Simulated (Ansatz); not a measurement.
CH4BOS (`CO[B]S`) radical. Charge 0, multiplicity 2. All single points use the PBE0-D4/def2-TZVP geometry. It is one conformer, not always the lowest.

```xyz
8

C    -1.355   -0.346   -0.313
O    -0.274    0.067    0.506
B     0.969    0.207    0.059
S     2.320    0.731    1.124
H    -2.118    0.434   -0.300
H    -1.773   -1.264    0.100
H    -1.025   -0.520   -1.340
H     3.256    0.691    0.164
```

(1) What is the dipole moment at ωB97M-V/def2-TZVPP? (Estimate.)

(2) And with PBE, r2SCAN, B3LYP? (Estimate.)

(3) Give the Mulliken charges with ωB97M-V, PBE, B3LYP in def2-TZVPP. (Best estimate.)

## Answers

(1) Ansatz gave: 1.78 D, with components (-1.20, -0.53, -1.21) D in this frame, pointing from negative to positive charge.

(2) Ansatz gave: PBE 1.66 D, r2SCAN 1.78 D, B3LYP 1.77 D.

(3) The calculation gave: 
| atom | ωB97M-V | PBE | B3LYP |
| --- | --- | --- | --- |
| C1 | -0.13 | -0.09 | -0.08 |
| O2 | -0.20 | -0.15 | -0.22 |
| B3 | -0.01 | -0.03 | 0.02 |
| S4 | -0.14 | -0.16 | -0.16 |
| H5 | 0.13 | 0.11 | 0.11 |
| H6 | 0.13 | 0.11 | 0.11 |
| H7 | 0.10 | 0.08 | 0.08 |
| H8 | 0.12 | 0.12 | 0.11 |

B3LYP here is the variant with VWN-RPA as its local correlation; programs differ in this.
